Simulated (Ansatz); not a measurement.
Geometry optimisation, RKS PBE0-D4/def2-SVP (Ansatz 0.2.0).

Input file:

```yaml
crystal:
  periodic: [false, false, false]
  atoms:
    - { symbol: Ga, position_ang: [0.005075, 0.212238, 0.012253] }
    - { symbol: H, position_ang: [-0.066144, 0.291903, 1.579377] }
    - { symbol: H, position_ang: [1.40313, 0.253501, -0.699776] }
    - { symbol: H, position_ang: [-1.3219, 0.072872, -0.813785] }
    - { symbol: P, position_ang: [0.160042, -2.988922, 1.381613] }
    - { symbol: H, position_ang: [-0.645905, -2.997601, 0.201538] }
    - { symbol: H, position_ang: [1.38275, -2.874601, 0.652189] }
    - { symbol: H, position_ang: [0.032254, -1.578591, 1.589992] }
basis:
  gaussian: { orbitals: def2-SVP }
hamiltonian:
  xc: pbe0
  dispersion: d4
relax:
  f_tol: 0.03
  max_steps: 50
```

Run as:

```bash
$ ansatz run input.yaml --threads 1 --pin off --max-ram 2048MiB --backend cpu --events-out ev --progress --plain --runs-dir out
```

Task: Where does it end, and by what steps?

Result: It converged. After 6 steps the energy has fallen by 0.127 eV; H2 moved furthest, 0.46 Å.

```tsv
step	energy less start (eV)	largest force component (eV/Å)	accepted
0	0.0000	0.389	yes
1	-0.0601	0.169	yes
2	-0.0887	0.403	yes
3	-0.1198	0.204	yes
4	-0.1244	0.177	yes
5	-0.1265	0.060	yes
6	-0.1268	0.002	yes
```

```xyz
8
Properties=species:S:1:pos:R:3
Ga 0.023 0.096 0.103
H -0.065 0.747 1.533
H 1.422 -0.070 -0.592
H -1.296 -0.225 -0.687
P 0.187 -3.015 1.199
H -0.654 -2.800 0.066
H 1.379 -2.627 0.518
H -0.047 -1.715 1.763
```

Whether the end is a true minimum wasn't checked by a vibrational analysis.

The run took 9.9 s on 1 thread of AMD EPYC 9R45 96-Core Processor (Zen 5), with other jobs on the host, peak memory 0.18 GiB.
